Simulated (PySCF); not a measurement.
NMR data simulated for an unnamed compound:

¹H NMR (400 MHz, computed): δ 4.65 (br, 2H).

¹³C{¹H} NMR (computed): δ 126.2 (C, q, J = 333.8 Hz).

[PySCF 2.14.0 with density-fitted response routines: PBE0-D3(BJ)/def2-SVP structure; J couplings at B3LYP/pcJ-1 (spin–dipole term only in couplings to heteroatoms); σ from GIAO-PBE0/pcSseg-1; rapidly exchanging positions averaged; in vacuum; relativity neglected; one conformer]

Scale: TMS for ¹H (σ = 31.27 ppm), ¹³C (σ = 184.41 ppm) (reference shieldings calculated alike).

Q: Which of these does the molecule contain: a CF3 group, an aldehyde, a (CH3)2CH unit, a C≡C triple bond?

A: 
- A CF3 group: yes (δC 126.2).
- An aldehyde: no.
- A (CH3)2CH unit: no.
- A C≡C triple bond: no.

The data belong to `FC(F)(F)OB1OBOBO1`, CH$_{2}$B$_{3}$F$_{3}$O$_{4}$; they needn't prove each group on their own.

Carbon signals by region: 1 in the sp2 and nitrile region (100–160 ppm).

Hydrogens on boron are broadened and split by ¹¹B (spin 3/2, 80 %) and 10B (spin 3). Common functionals overestimate the size of one-bond C–F couplings by tens of Hz; these are unscaled. Shifts are as computed. Against solution values, carbons near 30 ppm lie about +2 ppm off and those near 130 ppm about +5 ppm. Of 1313 compounds with measured shifts, 239 miss one by over three times the rms of a fit or turn the order of signals round; such compounds aren't used in these exercises.
